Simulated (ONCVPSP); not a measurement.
**Building the ONCV potential for Sr (Z = 38) (PBEsol, scalar-relativistic).**

Sr, optimised norm-conserving Vanderbilt (ONCV), made with ONCVPSP 4.0.1 (PBEsol, scalar-relativistic). Core [Ar] 3d10, reference 4s2 4p6 5s1.5 (charge +0.5). Waves: 4s+5s: rc 2.50 bohr, ncon 5, nbas 8, qcut 4.6 1/bohr, 2 projectors; 4p: rc 1.75 bohr, ncon 4, nbas 7, qcut 5 1/bohr, 2 projectors, debl 2.9 Ha; d scattering state at 0.22 Ha: rc 1.90 bohr, ncon 4, nbas 8, qcut 4.5 1/bohr, 3 projectors, debl 3.9 Ha. Local part: polynomial inside 1.55 bohr (lpopt 5, dvloc0 3 Ha). Core correction: polynomial model core, fcfact 0.65.

In the d channel the program set the typed energies aside and used 0.050, 3.950, 7.850 Ha.

All-electron outer shells of the reference configuration (PBEsol, scalar-relativistic, ld1.x):

```json
{"shell": "4s", "level (eV)": "-43.89", "outermost node (bohr)": "0.59", "outermost maximum (bohr)": "1.19"}
{"shell": "4p", "level (eV)": "-25.81", "outermost node (bohr)": "0.61", "outermost maximum (bohr)": "1.33"}
{"shell": "5s", "level (eV)": "-5.87", "outermost node (bohr)": "1.64", "outermost maximum (bohr)": "3.58"}
```

Results:

```json
{"Cutoffs needed": "11 Ha and 41 Ha (the cutoffs (Ha) at which the residual kinetic energy of the hardest occupied pseudo-wave falls to 1 and 0.1 mHa per electron)", "Ghost test": "no bound ghost flagged; no localised positive-energy state flagged", "Largest excitation error": "-3.5 meV (all-electron minus pseudo) for 4s2 4p6 5s0, out of 4 test configurations", "rms error of d²Exc/dni dnj": "3.54 mHa without and 1.90 mHa with the model core"}
```

Generation and tests took about 5.9 s on one core of a shared server CPU.
